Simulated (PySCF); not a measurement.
Cs(Br) anion (BrCs), SMILES [Cs][Br] (connectivity only; charge and spin as stated), charge -1, multiplicity 2. Coordinates come from a PBE-D3(BJ)/def2-TZVPD optimisation. The multiplicity is an assumed one; other spin states were not compared. The def2 effective core potentials stand for the cores of Cs; spin–orbit coupling is left out.

Level of theory: PBE-D3(BJ)/def2-TZVPD run with PySCF.

Harmonic wavenumbers (cm⁻¹): 106. Rotational constants (GHz): 0.9349 (linear); symmetry number 1.

Problem. Work out the zero-point energy and the ideal-gas rigid-rotor harmonic-oscillator thermochemistry at 298.15 K and 1 atm.

Solution. ZPE = ½ Σ hcν = ½ × 106 cm⁻¹ = 0.63 kJ/mol. H − E(el) = 11.21 kJ/mol. Entropy in J/(mol K): translation 175.60, rotation 81.50, vibration 13.99, spin 5.76, total 276.85. G − E(el) = -71.33 kJ/mol. Cp = 37.24 J/(mol K). Modes under 150 cm⁻¹ make the vibrational entropy uncertain.
